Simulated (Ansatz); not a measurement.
Reaction (formal exchange of groups at the Sn–Si bond): `S=C[SiH2][SnH3]` + `FBF` → `F[B](F)[SnH3]` + `[SiH3]C=S`

Computed with Ansatz on PBE0-D4/def2-TZVP structures; ΔE is electronic, products minus reactants. CCSD(T)/CBS adds triple-zeta CCSD(T) − MP2 to the extrapolated MP2 energy (def2 sets, frozen cores). This one scheme is used for every species. Elements past krypton have def2 core potentials. For Sn outer-core shells are correlated without core-valence functions, which leaves a few kJ/mol of doubt a bond. Each species was taken in one conformer, which may not be the lowest.

```tsv
species	MP2/def2-TZVPP energy (Eh)
`S=C[SiH2][SnH3]`	-941.95343
`FBF`	-224.96162
`F[B](F)[SnH3]`	-439.77912
`[SiH3]C=S`	-727.11675
```

**Question.** Work out ΔE.

**Answer.** ΔE = (-439.77912) + (-727.11675) − (-941.95343) − (-224.96162) = 0.01918 Eh = +50.4 kJ/mol. CCSD(T)/CBS gives +48.5 kJ/mol.

Largest T1 diagnostic among the species: 0.015.

The D4 term adds +5.7 kJ/mol with B3LYP and +3.4 kJ/mol with PBE0; it sums over pairs of atoms, weighted by their polarisabilities, and B3LYP, whose exchange is more repulsive, gets the larger term.

B3LYP here is the variant with VWN-RPA as its local correlation; programs differ in this.
